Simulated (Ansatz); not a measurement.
C$_{3}$H$_{4}$F$_{4}$O, SMILES `FCOC(F)C(F)F`, relaxed with RKS PBE-D4/def2-SVP in Ansatz from a rough embedded geometry. The force threshold is 0.03 eV/Å; the program also tests the step.

Total charge 0; spin multiplicity 1.

Start:

```xyz
12

F     1.295    1.602    1.262
C     1.469    0.259    1.191
O     0.239   -0.283    0.805
C    -0.231    0.099   -0.452
F     0.780   -0.253   -1.348
C    -1.518   -0.457   -0.904
F    -2.540    0.041   -0.118
F    -1.577   -1.822   -0.732
H     1.750   -0.113    2.208
H     2.277   -0.042    0.508
H    -0.207    1.223   -0.491
H    -1.737   -0.253   -1.930
```

```csv
step,energy (eV),largest force (eV/Å),largest move (Å)
1,-16061.4274,3.405,0.000
2,-16061.7762,1.423,0.112
3,-16061.8247,0.209,0.066
4,-16061.8304,0.111,0.048
5,-16061.8342,0.078,0.068
6,-16061.8360,0.235,0.148
7,-16061.8383,0.041,0.031
8,-16061.8390,0.016,0.024
9,-16061.8393,0.014,0.031
```

End:

```xyz
12

F     1.095    1.583    1.562
C     1.406    0.285    1.220
O     0.286   -0.376    0.704
C    -0.098    0.053   -0.557
F     0.747   -0.461   -1.530
C    -1.517   -0.452   -0.839
F    -2.392    0.214   -0.035
F    -1.605   -1.781   -0.585
H     1.701   -0.275    2.131
H     2.233    0.313    0.475
H    -0.071    1.165   -0.639
H    -1.785   -0.268   -1.906
```

Run time 16 s (4 threads of an Arm Neoverse V1 on a shared host); peak host memory 0.18 GiB.
